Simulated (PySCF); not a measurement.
A species of formula C2H5NSi has this rotational fingerprint, computed with PBE0-D3(BJ)/def2-SVP geometry optimisation, gas phase in PySCF:

- Rotational constants: A = 18884, B = 2965, C = 2688 MHz
- Dipole components: |μa| = 3.28 D, |μb| = 1.97 D, |μc| = 0.00 D
- Inertial defect: -9.20 u·Å²
- κ: -0.97

Question: Which candidate fits, each taken in the one conformer that was computed?
A. `N#CC[SiH3]`
B. `C[SiH2]C#N`
C. `[CH:1]#[C:2][SiH2:3][NH2:4]` with C2–Si3–N4–H -70° and 69°

Answer: A. It is N#CC[SiH3], a near-prolate asymmetric top. The candidates at the same level (rigid rotor, commonest isotopes):

```tsv
SMILES	A (MHz)	B (MHz)	C (MHz)	μa (D)	μb (D)	μc (D)	Δ (u·Å²)	point group	rotor
C[SiH2]C#N	14356	3315	2832	3.80	0.37	0.00	-9.20	Cs	near-prolate asymmetric top
N#CC[SiH3]	18884	2965	2688	3.28	1.97	0.00	-9.20	–	near-prolate asymmetric top
C#C[SiH2]N	16873	3199	2823	0.16	1.56	0.00	-8.88	Cs	near-prolate asymmetric top
```

`C[SiH2]C#N` has A 24 % too low; `C#C[SiH2]N` has A 11 % too low. No structure here is proved a minimum.
